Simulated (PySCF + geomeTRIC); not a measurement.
Species: CH₅OSi, SMILES `[OH+]=C[SiH3]` (charge 1, multiplicity 1).

Problem. Give a relaxed geometry from TPSSh-D3(BJ)/def2-TZVP run with PySCF + geomeTRIC.

Solution. the end point of this relaxation (outside a Z-matrix the atoms follow the SMILES, hydrogens last).
Bond lengths (Å): O1–C2 1.267, O1–H4 0.983, C2–Si3 1.942, C2–H5 1.095, Si3–H6 1.473, Si3–H7 1.474, Si3–H8 1.474. Angles (°): C2–O1–H4 114.6, O1–C2–Si3 127.0, O1–C2–H5 110.4, Si3–C2–H5 122.7, C2–Si3–H6 104.1, C2–Si3–H7 102.0, C2–Si3–H8 102.0, H6–Si3–H7 115.7, H6–Si3–H8 115.7, H7–Si3–H8 114.5.
